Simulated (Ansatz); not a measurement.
The cluster Ti2O5H2, relaxed as a singlet with RKS PBE-D4/def2-SVP in Ansatz, starting from the GFN2-xTB geometry. Force threshold 0.02 eV/Å.

The structure holds 1 bond(s) between oxygen atoms. The relaxation made no stability test and no search for a lower SCF solution. No other spin state of charge 0 was run. Another isomer (singlet) lies 4.54 eV lower at PBE0-D4/def2-TZVP; other spin states weren't run for this one.

Start:

```xyz
9

Ti    1.028    1.175   -0.458
Ti   -0.761   -0.590    0.091
O    -0.677    1.204    0.199
O     1.446   -0.323    0.574
O    -0.043   -0.568   -1.427
O     1.814    0.935    1.108
O    -1.892   -1.737    0.611
H     1.628    2.342   -1.346
H    -2.544   -2.438    0.649
```

Task: Estimate the energy that the relaxation releases and the steps that it takes.

Result: 0.67 eV, in 14 steps; 25 s on 4 threads of Arm Neoverse V2 on a shared host. The force fell under the threshold at step 12, but the optimiser went on. No frequencies were taken in this run, so the end may be a saddle point.

Task: Does the start keep its bonding?

Result: By distances, no bond broke or formed. The bond that changes most is Ti1–O5, from 2.26 to 2.03 Å (atoms count from 1).

Task: Predict the relaxed structure.

Result: 
```xyz
9

Ti    0.924    1.150   -0.439
Ti   -0.612   -0.705    0.329
O    -0.685    1.085    0.502
O     1.647   -0.256    0.649
O     0.089   -0.525   -1.223
O     1.953    1.083    1.080
O    -2.034   -1.769    0.637
H     1.431    2.231   -1.716
H    -2.713   -2.295    0.181
```
Bond lengths (bridged metal pairs left out): 8 × O–Ti 1.71 to 2.32 Å; 1 × O–O 1.44 Å; 1 × H–Ti 1.75 Å; 1 × H–O 0.97 Å.
